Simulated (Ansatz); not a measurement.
Consider the isomerisation: `CC[O][GeH]([CH3])[F]` → `CC(C)[O][GeH2][F]`.

Calculated with Ansatz (gas phase, PBE0-D4/def2-TZVP geometries, no zero-point term in ΔE). CBS: MP2 limit from def2 TZ/QZ plus the TZ coupled-cluster correction, frozen cores. Functionals use def2-TZVPP. B3LYP here is the variant with VWN-RPA as its local correlation; programs differ in this. For Ge outer-core shells are correlated without core-valence functions, which leaves a few kJ/mol of doubt a bond. Scalar relativity is left out up to krypton. One conformer a species, not always the lowest.

```tsv
level	ΔE (kJ/mol)	difference from CCSD(T)/CBS
PBE	33.3	1.1
PBE0	33.5	1.3
B3LYP	35.1	2.9
MP2/def2-TZVPP	32.7	0.5
SCS-MP2/def2-TZVPP	31.7	-0.5
CCSD(T)/def2-TZVPP	31.4	-0.8
HF/def2-QZVPP	32.8	0.6
MP2/def2-QZVPP	32.9	0.7
SCS-MP2/def2-QZVPP	32.0	-0.2
MP2/CBS(def2)	33.4	1.2
CCSD(T)/CBS	32.2	0
```

Largest T1 diagnostic among the species: 0.012.

The D4 term adds −4.1 kJ/mol with B3LYP and −2.3 kJ/mol with PBE0; it sums over pairs of atoms, weighted by their polarisabilities, and B3LYP, whose exchange is more repulsive, gets the larger term.
